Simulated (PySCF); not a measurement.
# Cu⁺: ionisation energy

Cu⁺ [Ar] 3d10 (1S) → Cu²⁺ [Ar] 3d9 (2D), as a difference of total energies. Calculation: PySCF 2.14, in Sapporo-DKH3-DZP-2012 (6s4p3d1f, 40 functions); scalar relativity by spin-free X2C-1e. Correlated levels: valence: [Ar] frozen. The calculations carry no spin-orbit coupling.

| method | ionisation energy (eV) |
| --- | --- |
| UHF | 17.335 |
| M06-L | 20.150 |
| M06-2X | 20.029 |
| MP2 (valence) | 20.750 |
| SCS-MP2 (valence) | 20.318 |

Question: How much does correlation contribute at MP2 (valence)?

Answer: 20.750 − (17.335) = 3.415 eV, measured against UHF.

The reference lies between the lowest fine-structure levels, while these numbers refer to the centres of the terms.

Errors of the correlated levels include the incompleteness of this basis and the frozen core.

For comparison: 20.292 eV (measured; NIST Atomic Spectra Database, ionization energies).
